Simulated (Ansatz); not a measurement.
Start from `[NH]=[V]([OH])([OH])[OH]` and change one element to get `[NH]=[Nb]([OH])([OH])[OH]`.

Ansatz, PBE0-D4/def2-TZVP geometries, multiplicity 1. Each molecule was computed in one conformer, which needn't be the lowest.

Elements past krypton have def2 core potentials. Scalar relativity is left out up to krypton.

```
                                          property  `[NH]=[V]([OH])([OH])[OH]`
                 HOMO energy (PBE/def2-TZVPP) / eV                       -6.77
    size of the dipole moment (PBE/def2-TZVPP) / D                        1.57
size of the dipole moment (ωB97M-V/def2-TZVPP) / D                        1.88
             HOMO energy (ωB97M-V/def2-TZVPP) / eV                      -10.67
                 LUMO energy (PBE/def2-TZVPP) / eV                       -2.68
             LUMO energy (ωB97M-V/def2-TZVPP) / eV                        0.44
```

Question: Give the same properties after the change, and the shifts. (Estimate.)

Answer: Ansatz gave: 
| property | `[NH]=[Nb]([OH])([OH])[OH]` | shift |
| --- | --- | --- |
| HOMO energy (PBE/def2-TZVPP) / eV | -6.06 | 0.71 |
| size of the dipole moment (PBE/def2-TZVPP) / D | 2.14 | 0.57 |
| size of the dipole moment (ωB97M-V/def2-TZVPP) / D | 2.15 | 0.27 |
| HOMO energy (ωB97M-V/def2-TZVPP) / eV | -9.80 | 0.87 |
| LUMO energy (PBE/def2-TZVPP) / eV | -1.49 | 1.19 |
| LUMO energy (ωB97M-V/def2-TZVPP) / eV | 0.65 | 0.21 |

With PBE0 the HOMO rises by 0.81 eV and the LUMO rises by 1.20 eV, so the gap widens by about 0.39 eV. PBE moves the HOMO by 0.71 eV and ωB97M-V by 0.87 eV. Dipoles are sizes alone; their direction can turn.
